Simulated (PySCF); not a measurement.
## Calculated properties of `[O]=[Mn](=[O])(=[O])[Cl]` (MnO3Cl)

Species: MnO3Cl (singlet state).
Geometry (PBE0-D3(BJ)/def2-SVP, Å), atoms numbered from 1 in this order:
```
atom  x, y, z in Å
Mn1    0.062    0.116    0.060
O2    -0.031   -0.047    1.582
O3     1.520    0.139   -0.411
O4    -0.696    1.363   -0.413
Cl5   -0.855   -1.571   -0.819
```

**PBE0-D3(BJ)/def2-SVP geometry optimisation, gas phase (PySCF)**

```
Point group                  : C3v
Rotational constants A, B, C : 4.929, 2.551, 2.550 GHz
```

CAM-B3LYP/def2-SVPD ground state and vertical TDDFT (core frozen in the response) (PySCF):

```
Dipole moment                                                     : 0.09 D
HOMO energy                                                       : -11.28 eV
LUMO energy                                                       : -4.62 eV
HOMO–LUMO gap                                                     : 6.66 eV
Lowest singlet excitation                                         : 2.37 eV (524 nm, f = 0.000 summed over 2 states within 0.01 eV)
Lowest triplet excitation (Tamm–Dancoff)                          : 1.98 eV
Static isotropic polarisability                                   : 56.1 au
Electronic spatial extent ⟨r²⟩ about the centre of nuclear charge : 538 bohr²
```

Monoisotopic mass (most abundant isotopes): 137.8916 u.

The rotational constants are those of a prolate symmetric top; the small spread among constants that symmetry makes equal is optimisation noise. The 15 singlets span 2.37 to 4.36 eV, and their oscillator strengths add up to 0.03. The polarisability is 8.31 Å³ as a volume (1 au = 0.148185 Å³), or 0.85 au for each of the 66 electrons. The principal polarisabilities are 50.9, 51.0 and 66.4 au; their mean is the isotropic value. 6 of the 15 computed singlets lie in the visible range (750 to 380 nm, 1.65 to 3.26 eV), with an oscillator strength of 0.023 in sum. S1 lies 4.29 eV below the HOMO–LUMO gap. With B = h/(8π²I), that is 505.379 GHz u Å² over I, the principal moments of inertia are 102.5, 198.1 and 198.2 u Å² (most abundant isotopes); the inertial defect Ic − Ia − Ib is -102.4 u Å² (zero for a rigid planar frame, negative otherwise). The vertical singlet–triplet gap S1 − T1 is 0.39 eV (TDDFT singlet less Tamm–Dancoff triplet).

